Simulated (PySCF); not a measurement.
`n1(C)c(C=O)cc[n+]1C`, [C₆H₉N₂O]+, charge +1

Geometry:
| atom | x (Å) | y (Å) | z (Å) |
| --- | --- | --- | --- |
| C1 | -0.123 | -1.698 | 0.456 |
| N2 | 0.097 | -0.331 | 0.082 |
| C3 | 1.290 | 0.260 | -0.139 |
| C4 | 2.578 | -0.449 | -0.017 |
| O5 | 2.675 | -1.604 | 0.285 |
| C6 | 1.050 | 1.591 | -0.480 |
| C7 | -0.322 | 1.742 | -0.447 |
| N8 | -0.872 | 0.570 | -0.106 |
| C9 | -2.271 | 0.286 | 0.045 |
| H10 | 0.389 | -1.913 | 1.396 |
| H11 | -1.183 | -1.906 | 0.565 |
| H12 | 0.302 | -2.363 | -0.298 |
| H13 | 3.443 | 0.195 | -0.233 |
| H14 | 1.779 | 2.339 | -0.717 |
| H15 | -0.917 | 2.612 | -0.647 |
| H16 | -2.591 | -0.488 | -0.655 |
| H17 | -2.834 | 1.193 | -0.165 |
| H18 | -2.497 | -0.032 | 1.064 |

Total charge +1.

Computed with quadratic response revPBE/def2-SVPD first hyperpolarisability, Taylor convention, gas phase (PySCF). Geometry: GFN2-xTB.

(1) Give the tensor of the second harmonic β(−2ω;ω,ω) at 1064 nm in the axes of these coordinates.

## Answers

(1) In au, Taylor convention; rows are the first index (the induced dipole):
```csv
,xx,yy,zz,xy,xz,yz
x,-304.0,-91.8,-4.8,+36.9,+6.4,+22.7
y,+27.0,-39.1,-8.7,-91.5,+23.2,+13.1
z,+9.1,+13.2,+4.3,+22.7,-4.6,-8.1
```
Norm of βᵢ = ⅓ Σⱼ (βᵢⱼⱼ + βⱼᵢⱼ + βⱼⱼᵢ): 401.2 au, hyper-Rayleigh value 156.0 au.
